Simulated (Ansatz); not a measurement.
Calculated with Ansatz (gas phase, PBE0-D4/def2-TZVP geometries, no zero-point term in ΔE). CCSD(T)/CBS adds triple-zeta CCSD(T) − MP2 to the extrapolated MP2 energy (def2 sets, frozen cores). Functionals use def2-TZVPP. For Ga outer-core shells are correlated without core-valence functions, which leaves a few kJ/mol of doubt a bond. Scalar relativity is left out up to krypton. Each species was taken in one conformer, which may not be the lowest.

Reaction (cleavage of the Si–Si bond): `F[SiH]([SiH3])O[SiH3]` + `[OH][GaH2]` → `[SiH3][O][GaH2]` + `F[SiH2]O[SiH3]`

```csv
species,r2SCAN0-D4 energy (Eh)
`F[SiH]([SiH3])O[SiH3]`,-1047.81684
`[OH][GaH2]`,-2001.84081
`[SiH3][O][GaH2]`,-2292.55275
`F[SiH2]O[SiH3]`,-757.14640
```

(1) Work out ΔE.

Largest T1 diagnostic among the species: 0.015.

## Answers

(1) ΔE = (-2292.55275) + (-757.14640) − (-1047.81684) − (-2001.84081) = -0.04150 Eh = -109.0 kJ/mol. CCSD(T)/CBS gives -111.4 kJ/mol.

From PBE to PBE0 (25 % exact exchange), in def2-TZVPP and without D4, ΔE moves by −11.9 kJ/mol. In def2-TZVPP, CCSD(T) changes the Hartree–Fock value by +31.0 kJ/mol (the triples alone add +4.3 kJ/mol) and MP2 by +22.2 kJ/mol.
